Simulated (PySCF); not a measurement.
**Zn²⁺ (zinc, charge +2) across methods**

[Ar] 3d9 4s1, 4s spin antiparallel (an excited configuration). All numbers are calculated (PySCF 2.14, a scalar-relativistic core potential, in aug-cc-pwCVDZ-PP with ECP10MDF (6s6p5d3f, 70 functions)).

```json
{"method": "M06", "E (hartree)": "-225.7720", "mean ε 3d α (eV)": "-42.652", "mean ε 3d β (eV)": "-41.015", "mean ε 4s β (eV)": "-26.977", "Σ⟨r²⟩ (bohr²)": "17.89", "⟨S²⟩": "1.002"}
{"method": "LDA", "E (hartree)": "-225.2960", "mean ε 3d α (eV)": "-39.237", "mean ε 3d β (eV)": "-38.100", "mean ε 4s β (eV)": "-26.196", "Σ⟨r²⟩ (bohr²)": "18.03", "⟨S²⟩": "1.001"}
{"method": "UHF", "E (hartree)": "-224.73940", "mean ε 3d α (eV)": "-51.007", "mean ε 3d β (eV)": "-49.302", "mean ε 4s β (eV)": "-28.761", "Σ⟨r²⟩ (bohr²)": "17.92", "⟨S²⟩": "1.002"}
{"method": "r2SCAN", "E (hartree)": "-225.6231", "mean ε 3d α (eV)": "-39.301", "mean ε 3d β (eV)": "-38.158", "mean ε 4s β (eV)": "-26.212", "Σ⟨r²⟩ (bohr²)": "17.94", "⟨S²⟩": "1.002"}
{"method": "PBE0", "E (hartree)": "-225.6869", "mean ε 3d α (eV)": "-42.220", "mean ε 3d β (eV)": "-41.035", "mean ε 4s β (eV)": "-26.679", "Σ⟨r²⟩ (bohr²)": "17.94", "⟨S²⟩": "1.001"}
{"method": "wB97M-V", "E (hartree)": "-225.5729", "mean ε 3d α (eV)": "-44.570", "mean ε 3d β (eV)": "-43.457", "mean ε 4s β (eV)": "-28.866", "Σ⟨r²⟩ (bohr²)": "18.01", "⟨S²⟩": "1.001"}
{"method": "PBE", "E (hartree)": "-225.7207", "mean ε 3d α (eV)": "-38.944", "mean ε 3d β (eV)": "-37.920", "mean ε 4s β (eV)": "-25.802", "Σ⟨r²⟩ (bohr²)": "18.01", "⟨S²⟩": "1.001"}
{"method": "PW91", "E (hartree)": "-225.8117", "mean ε 3d α (eV)": "-39.060", "mean ε 3d β (eV)": "-38.059", "mean ε 4s β (eV)": "-25.923", "Σ⟨r²⟩ (bohr²)": "18.00", "⟨S²⟩": "1.001"}
```

Q: Estimate the same row for B97-3.

A: E (hartree) = -225.7469; mean ε 3d α (eV) = -42.465; mean ε 3d β (eV) = -41.312; mean ε 4s β (eV) = -26.566; Σ⟨r²⟩ (bohr²) = 17.94; ⟨S²⟩ = 1.001.

Energies and moments cover only the electrons outside the core potential. With the s spin flipped the determinant is a mixture of two multiplicities, not a spectroscopic state.
